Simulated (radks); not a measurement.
The numbers below are computed, except where a source is named.
Coherent X-ray form factor from a spherical all-electron density. Code: a radial shooting solver on a logarithmic mesh with Libxc functionals. Model: Dirac Kohn-Sham, PBE, spin-unpolarised, spherical densities, point nucleus.

| sin(theta)/lambda (1/angstrom) | f0 (electrons) |
|---|---|
| 0.05 | 0.936 |
| 0.1 | 0.779 |
| 0.15 | 0.598 |
| 0.2 | 0.438 |
| 0.25 | 0.314 |
| 0.3 | 0.224 |
| 0.4 | 0.117 |
| 0.5 | 0.064 |
| 0.6 | 0.037 |
| 0.8 | 0.014 |
| 1 | 0.006 |
| 1.25 | 0.003 |
| 1.5 | 0.001 |
| 2 | 0.000 |

The species is in the configuration that NIST lists as its ground one. Which atom or ion scatters so?

Answer. Neutral hydrogen, 1s1. Extrapolating in s^2 from the first two rows gives f0(0) = 1.0, near the electron count 1; among species with that count, the fall with angle is slower the higher Z, and the table is that of Z = 1; from so few rows the species is fixed only to a neighbour or two.
